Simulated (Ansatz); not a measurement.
Consider the substitution at a C–O bond: `C[O][Zn][O]C` + `C[SiH](N)O` → `CN[SiH](C)O` + `C[O][Zn][OH]`.

Calculated with Ansatz (gas phase, PBE0-D4/def2-TZVP geometries, no zero-point term in ΔE). CCSD(T)/CBS adds triple-zeta CCSD(T) − MP2 to the extrapolated MP2 energy (def2 sets, frozen cores). Functionals use def2-TZVPP. B3LYP here is the variant with VWN-RPA as its local correlation; programs differ in this. For Zn outer-core shells are correlated without core-valence functions, which leaves a few kJ/mol of doubt a bond. Scalar relativity is left out up to krypton. Each species was taken in one conformer, which may not be the lowest.

`C[O][Zn][O]C`:

```xyz
11

C     1.125    1.239    2.172
O     0.283    0.163    1.858
Zn   -0.486   -0.119    0.296
O    -1.415   -0.441   -1.167
C    -0.981   -1.203   -2.259
H     1.448    1.133    3.213
H     2.030    1.268    1.550
H     0.624    2.212    2.081
H    -0.082   -0.791   -2.737
H    -1.776   -1.213   -3.013
H    -0.770   -2.248   -1.993
```

`C[SiH](N)O`:

Z-matrix (Å, degrees):
```
C
Si 1 1.862
H 1 1.092 2 110.2
H 1 1.094 2 111.2 3 119.4
H 1 1.093 2 111.4 3 -119.9
N 2 1.716 1 106.8 3 175.6
O 2 1.649 1 113.3 3 54.6
H 2 1.487 1 110.5 3 -59.5
H 6 1.006 2 120.4 1 21.4
H 6 1.007 2 121.6 1 170.4
H 7 0.959 2 115.6 1 73.3
```

`CN[SiH](C)O`:

Z-matrix (Å, degrees):
```
C
N 1 1.445
H 1 1.093 2 109.7
H 1 1.097 2 113.0 3 119.7
H 1 1.095 2 111.8 3 -118.3
Si 2 1.710 1 126.0 3 -15.6
H 2 1.006 1 114.6 3 175.3
O 6 1.653 2 112.0 1 65.8
C 6 1.857 2 114.4 1 -51.5
H 6 1.491 2 103.7 1 -173.8
H 8 0.958 6 115.8 2 50.0
H 9 1.093 6 110.8 2 57.8
H 9 1.092 6 110.8 2 177.3
H 9 1.092 6 110.8 2 -62.2
```

`C[O][Zn][OH]`:

```xyz
8

C    -1.065    0.606    0.951
O    -0.380   -0.573    0.629
Zn    0.745   -0.772   -0.713
O     1.792   -1.138   -2.087
H    -1.698    0.411    1.824
H    -1.721    0.954    0.142
H    -0.391    1.433    1.214
H     2.718   -0.921   -1.960
```

```csv
level,ΔE (kJ/mol),difference from CCSD(T)/CBS
BLYP-D4,-24.4,4.7
r2SCAN-D4,-24.4,4.7
B3LYP-D4,-25.0,4.1
r2SCAN0-D4,-25.8,3.3
PBE,-24.6,4.5
revPBE,-22.5,6.6
PBE0,-25.4,3.7
CAM-B3LYP,-22.6,6.5
RPA@PBE/def2-TZVPP,-25.5,3.6
HF/def2-SVP,-9.7,19.4
CCSD/def2-SVP,-17.3,11.8
CCSD(T)/def2-SVP,-17.5,11.6
HF/def2-TZVPP,-17.1,12.0
MP2/def2-TZVPP,-31.4,-2.3
MP2/CBS(def2),-33.2,-4.1
CCSD/CBS(def2),-28.4,0.7
CCSD(T)/CBS,-29.1,0
```

Largest T1 diagnostic among the species: 0.017.

Leaving LDA and LC-ωPBE aside and taking each functional with its dispersion term where it has one, the values, not all of them listed here, spread over 5.1 kJ/mol, from revPBE-D4 to B97M-V. LDA lies −4.8 kJ/mol from PBE without D4. In def2-TZVPP, CCSD(T) changes the Hartree–Fock value by −10.2 kJ/mol (the triples alone add −0.7 kJ/mol) and MP2 by −14.2 kJ/mol.
